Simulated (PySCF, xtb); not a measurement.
C5H9F, SMILES F[C@@H](C)C(C)=C.

GFN2-xTB in xtb at its own geometry gives an orbital gap of 5.29 eV and a dipole moment of 2.62 D.

Geometry optimised at ωB97X-D3(BJ)/def2-SVP. Other conformers were not sampled.

### Question
What does HF/def2-TZVP in PySCF give? (Estimate from the structure and the level; the computed values follow.)

### Answer
gap 13.29 eV (levels -9.70 and 3.59 eV), dipole 2.20 D.
